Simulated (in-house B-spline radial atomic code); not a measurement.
**RPA and G0W0 on B3LYP (VWN-RPA): Sn⁴⁺**

Configuration [Kr] 4d10, mean-field start B3LYP (VWN-RPA). Computed with a B-spline radial code for spherical atoms: all electrons, scalar-relativistic (spin-free one-electron X2C), finite nucleus, each spin shell either full or empty, empty states to l = 9 with an (l + 1/2)⁻⁴ tail; G0W0 by contour deformation at full frequency.

Command:
```bash
python run_gw.py task.json out
```
Settings (radii: box in bohr, nucleus in fm):
```
Z                        50
electrons                46
configuration            [Kr] 4d10
hamiltonian              x2c
method                   b3lyp
lmax                     9
rms_radius               4.6519
spin_polarised           False
box_radius               11.96
intervals                68
```

Time taken, with all properties: 4.2 s on 1 thread of Arm Neoverse N1, on a shared host.

Energies (hartree):

| term | value |
| --- | --- |
| mean-field total | -6173.18987 |
| Hartree-Fock functional on these orbitals | -6170.56229 |
| direct second order | -4.0341 |
| second-order exchange | 1.1199 |
| SOSEX correction | 1.0516 |

Task: What is the RPA correlation energy, and what remains with SOSEX?

Result: RPA gives -3.5922 hartree (-2.12 eV per electron); RPA + SOSEX gives -2.5406, and the second-order doubles -2.9142 hartree (no singles). SOSEX takes back 29 % of the RPA value.

Quasi-particle levels (eV):

```json
{"level": "4d", "occupied": "yes", "mean field": "-69.89", "Σx - vxc": "-7.64", "Σc": "?", "QP weight": "?", "G0W0": "?"}
{"level": "5s", "occupied": "no", "mean field": "-45.48", "Σx - vxc": "6.40", "Σc": "-2.03", "QP weight": "0.978", "G0W0": "-41.11"}
```

G0W0 = mean field + (Σx - vxc) + Σc, with Σc (partial-wave tail included) taken at the quasi-particle energy. Only the outer levels were computed. Levels of low weight are left out.

Task: Where does G0W0 put 4d?

Result: At -77.35 eV, with Σc = 0.18 eV and a quasi-particle weight of 0.952. The tabulated removal energy is 77.03 ± 0.04 eV (NIST, measured); the calculation leaves out spin-orbit coupling, Breit and QED terms, and what these don't explain is the method's own error.
